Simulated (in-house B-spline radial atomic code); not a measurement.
A fraction x of an electron is removed from 4d in Mo+, starting from [Kr] 4d5 and keeping the highest spin. Method: scalar-relativistic (X2C) B97-1, spin-polarised, spherical fractional occupations, Fermi nucleus of rms radius 4.4091 fm. Calculated with a radial B-spline atomic code at the basis-set limit.

Caution: exact exchange at fractional occupations of open shells leaves self-interaction of up to several eV.

```
   x  E(x) - E(0) (eV)  4d up level (eV)
   0            0.0000           -12.282
0.01            0.1233           -12.376
0.21            2.7891           -14.293
0.31            4.2674           -15.277
0.42            6.0083           -16.378
 0.5            7.3510           -17.191
0.52            7.6968           -17.395
0.73           11.5781           -19.580
0.77           12.3697           -20.003
 0.9           15.0603           -21.395
   1           17.2540           -22.481
```

The exact functional would give a straight line between the two integer points. Deviations E(x) - E(0) - x[E(1) - E(0)], in eV: -0.049 at x = 0.01, -0.834 at x = 0.21, -1.081 at x = 0.31, -1.238 at x = 0.42, -1.276 at x = 0.5, -1.275 at x = 0.52, -1.017 at x = 0.73, -0.916 at x = 0.77, -0.468 at x = 0.9.

The curve lies below the straight line by up to 1.276 eV (at x = 0.5): convex, the delocalisation error, to which spherically averaged exact exchange adds.

Problem. How well does Slater's transition state (minus the level at half occupation) give the ionisation energy?

Solution. It gives 17.191 eV against 17.254 eV from the two total energies; NIST lists 16.16 eV, ground level to ground level. The end point has an open shell averaged over its orbitals, so its exact exchange keeps a self-interaction and this is no true integer point.
